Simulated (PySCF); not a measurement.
# What a mistake does to a calculation on BH4O2 anion

All numbers below are calculated, not measured. They come from PySCF 2.14.0, an open-source quantum chemistry program, on an isolated molecule that a program drew, which may never have been made. The molecule is BH4O2 anion (charge -1, singlet), drawn as the SMILES string `O[BH2-]O`.

Each row is a Hartree-Fock (HF) and frozen-core CCSD(T) single point in the aug-cc-pVDZ basis, meant for a local HF minimum. Run 1 is clean. Each other run has one planted mistake out of seven kinds, and not every kind appears here: one electron removed, one electron added, multiplicity raised by two, geometry at a saddle point, minimal basis STO-3G, one bond length entered in bohr, all coordinates scaled. The reference is restricted for singlets and unrestricted otherwise, and also for a bond in bohr. Adding or removing an electron swaps singlet and doublet. Electrons count all cores. HOMO and LUMO are orbital energies over both spins, the gradient is its largest component, and the lowest frequency (negative if imaginary) is given only where the gradient is small. Bond lengths are over the 6 bonds as drawn. T1 is the CCSD diagnostic: over 0.02 (restricted) or 0.045 (unrestricted) a single reference is doubtful.

Geometry of the clean run:
```xyz
7
BH4O2 anion, angstrom
O     1.6787   -0.4970   -1.6914
B     1.4313   -0.3755   -0.2114
O     2.5313   -1.0593    0.4989
H     0.8601   -0.3922   -2.1413
H     0.2995   -0.9066    0.0433
H     1.4099    0.8198    0.1660
H     2.6287   -1.9144    0.1166
```

| run | electrons | basis functions | <S^2> | HOMO (eV) | LUMO (eV) | gradient (hartree/bohr) | lowest frequency (cm^-1) | mean bond (Å) | longest bond (Å) | T1 | HF (hartree) | CCSD(T) (hartree) | mistake |
|---|---|---|---|---|---|---|---|---|---|---|---|---|---|
| 1 | 26 | 105 | 0.000 | -4.16 | 4.12 | 3.8e-06 | 166 | 1.2323 | 1.505 | 0.0152 | -176.82235 | -177.39487 | no fault |
| 2 | 26 | 105 | 0.000 | -3.76 | 4.12 | 7.5e-02 | - | 1.1584 | 1.415 | 0.0145 | -176.79878 | -177.36137 | all coordinates scaled |
| 3 | 25 | 105 | 0.787 | -11.78 | -2.03 | 1.1e-01 | - | 1.2323 | 1.505 | 0.0292 | -176.71030 | -177.27156 | one electron removed |
| 4 | 26 | 105 | 0.848 | -4.59 | 4.10 | 1.2e-02 | - | 1.3719 | 1.780 | 0.0561 | -176.70514 | -177.26220 | one bond length entered in bohr |
| 5 | 26 | 105 | 2.018 | 0.31 | 3.36 | 5.4e-02 | - | 1.2323 | 1.505 | 0.0846 | -176.69489 | -177.24862 | ? |
| 6 | 26 | 19 | 0.000 | -0.32 | 24.65 | 6.8e-02 | - | 1.2323 | 1.505 | 0.0073 | -174.28487 | -174.42160 | ? |

**Which mistake was planted in run 5, and what did it cost?**

Electrons, basis and geometry are unchanged, and <S^2> is 2.018, beside S(S+1) = 2.00 for a multiplicity of 3. So the mistake is: multiplicity raised by two. Subtracting run 1 and multiplying by 627.51 kcal/mol a hartree, the energy moved by 80.0 kcal/mol in HF and 91.8 kcal/mol in CCSD(T).

**Which mistake was planted in run 6, and what did it cost?**

It has 19 basis functions where the clean run has 105, with the same electrons and geometry. So the mistake is: minimal basis STO-3G. Subtracting run 1 and multiplying by 627.51 kcal/mol a hartree, the energy moved by 1592.3 kcal/mol in HF and 1865.8 kcal/mol in CCSD(T).

Cautions from the logs. Run 4: T1 is over the limit, so its CCSD(T) energy is less reliable; run 5: T1 is over the limit, so its CCSD(T) energy is less reliable and the HOMO is above zero, so the electron isn't bound and the energy depends on the basis.
